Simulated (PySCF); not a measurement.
**A thermochemical cycle for PBr**

r²SCAN in PySCF with def2-TZVPPD on every atom, for the lowest determinant that a PBE0 search found; no spin–orbit coupling. PBr, a triplet (π ↑↑), has De = 3.14 eV to neutral atoms, and PBr⁺, a doublet (π ↑), has De = 4.60 eV to P⁺ + Br.

The adiabatic ionisation energy of PBr, between the minima, is 9.17 eV.

**Question.** Which ionisation energy of the P atom does this level give?

**Answer.** IE(P) = IE(molecule) + De(ion) − De(neutral) = 9.17 + 4.60 − 3.14 = 10.63 eV; the measured value is 10.487 eV (NIST ASD).

Spin–orbit coupling is left out. For an ion De counts to the pair picked by the measured ionisation energies or electron affinities, which need not be the lowest pair at this level. States were picked by a PBE0 search and need not be the measured ground states.
